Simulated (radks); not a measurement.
The numbers below are computed, except where a source is named.
Spherical quantum dot in the effective-mass picture: electrons in a hard-walled sphere of radius 2.52, all in effective atomic units (hartree* = m*/eps^2 hartree, bohr* = eps/m* bohr), one dielectric constant everywhere. Level of theory: non-relativistic Kohn-Sham, LDA (Slater exchange, Perdew-Wang correlation), spin-polarised, spherical densities (a radial shooting solver with Libxc functionals). Levels are named by radial order and angular momentum (1s, 1p, 1d, 2s, ...), and open shells are averaged over m. Results are scaled to m* = 0.076 and eps = 14.8, for which hartree* = 9.441 meV and bohr* = 10.31 nm. Each electron was tried in the lowest free levels, single moves between levels near the top were tried too, and the lowest total energy was kept; such a search can miss a lower state. At N = 1 the Hartree and exchange-correlation terms need not cancel, so that row can carry a self-interaction error.

| N | open shells | 2S | mu = E(N) - E(N-1) (meV) | addition energy mu(N+1) - mu(N) (meV) | e(HOMO) (meV) | rms radius (nm) |
|---|---|---|---|---|---|---|
| 1 | 1s(up 1, down 0) | 1 | 7.5574 | 6.031 | 9.8850 | 13.90 |
| 2 | none | 0 | 13.589 | 11.70 | 15.986 | 14.33 |
| 3 | 1p(up 1, down 0) | 1 | 25.290 | 4.738 | 27.628 | 15.20 |
| 4 | 1p(up 2, down 0) | 2 | 30.028 | 4.859 | 32.447 | 15.68 |
| 5 | 1p(up 3, down 0) | 3 | 34.887 | 6.228 | 37.334 | 16.00 |
| 6 | 1p(up 3, down 1) | 2 | 41.115 | 4.655 | 43.418 | 16.26 |
| 7 | 1p(up 3, down 2) | 1 | 45.770 | 4.752 | 48.136 | 16.47 |
| 8 | none | 0 | 50.522 | 12.99 | 52.914 | 16.64 |
| 9 | 1d(up 1, down 0) | 1 | 63.516 | 4.594 | 65.808 | 16.88 |
| 10 | 1d(up 2, down 0) | 2 | 68.110 | 4.618 | 70.416 | 17.08 |
| 11 | 1d(up 3, down 0) | 3 | 72.728 | 4.633 | 75.043 | 17.25 |
| 12 | 1d(up 4, down 0) | 4 | 77.361 | 4.641 | 79.681 | 17.40 |
| 13 | 1d(up 5, down 0) | 5 | 82.002 | 5.913 | 84.324 | 17.53 |
| 14 | 1d(up 5, down 1) | 4 | 87.915 | 4.529 | 90.175 | 17.65 |
| 15 | 1d(up 5, down 2) | 3 | 92.444 | 4.552 | 94.717 | 17.75 |
| 16 | 1d(up 5, down 3) | 2 | 96.996 | 4.567 | 99.278 | 17.85 |
| 17 | 1d(up 5, down 4) | 1 | 101.56 | 4.576 | 103.85 | 17.94 |
| 18 | none | 0 | 106.14 | 14.40 | 108.43 | 18.03 |
| 19 | 1f(up 1, down 0) | 1 | 120.54 | 4.476 | 122.78 | 18.13 |
| 20 | 1f(up 2, down 0) | 2 | 125.02 | 4.482 | 127.26 | 18.22 |
| 21 | 1f(up 3, down 0) | 3 | 129.50 | 4.487 | 131.74 | 18.31 |
| 22 | 1f(up 4, down 0) | 4 | 133.99 | 4.490 | 136.23 | 18.39 |
| 23 | 1f(up 5, down 0) | 5 | 138.48 | 4.492 | 140.72 | 18.46 |
| 24 | 1f(up 6, down 0) | 6 | 142.97 | 4.493 | 145.22 | 18.53 |
| 25 | 1f(up 7, down 0) | 7 | 147.46 | 5.698 | 149.71 | 18.60 |
| 26 | 1f(up 7, down 1) | 6 | 153.16 | 4.431 | 155.37 | 18.66 |
| 27 | 1f(up 7, down 2) | 5 | 157.59 | 4.438 | 159.81 | 18.72 |
| 28 | 1f(up 7, down 3) | 4 | 162.03 | 4.443 | 164.25 | 18.78 |
| 29 | 1f(up 7, down 4) | 3 | 166.47 | 4.447 | 168.69 | 18.83 |
| 30 | 1f(up 7, down 5) | 2 | 170.92 | 4.449 | 173.14 | 18.88 |
| 31 | 1f(up 7, down 6) | 1 | 175.37 | 4.451 | 177.59 | 18.93 |
| 32 | none | 0 | 179.82 | 9.436 | 182.04 | 18.97 |
| 33 | 2s(up 1, down 0) | 1 | 189.26 | 6.928 | 192.18 | 18.90 |
| 34 | none | 0 | 196.18 | 8.869 | 199.10 | 18.84 |
| 35 | 1g(up 1, down 0) | 1 | 205.05 | 4.381 | 207.24 | 18.89 |
| 36 | 1g(up 2, down 0) | 2 | 209.43 | 4.383 | 211.63 | 18.94 |
| 37 | 1g(up 3, down 0) | 3 | 213.82 | 4.385 | 216.01 | 18.99 |
| 38 | 1g(up 4, down 0) | 4 | 218.20 | 4.386 | 220.39 | 19.04 |
| 39 | 1g(up 5, down 0) | 5 | 222.59 | 4.386 | 224.78 | 19.09 |
| 40 | 1g(up 6, down 0) | 6 | 226.97 | 4.387 | 229.17 | 19.13 |
| 41 | 1g(up 7, down 0) | 7 | 231.36 | 4.387 | 233.55 | 19.18 |
| 42 | 1g(up 8, down 0) | 8 | 235.75 | 4.387 | 237.94 | 19.22 |
| 43 | 1g(up 9, down 0) | 9 | 240.13 | 5.528 | 242.33 | 19.26 |
| 44 | 1g(up 9, down 1) | 8 | 245.66 | - | 247.84 | 19.30 |

All shells are closed at N = 2, 8, 18, 32, 34 (there: 1s2 1p6 1d10 2s2 1f14); the second difference of the energy has clear peaks (12 % above both neighbours; the first and last values, which can be the largest, are not judged, and half-filled shells can peak too) at N = 2, 5, 8, 13, 18, 25, 32, 34.
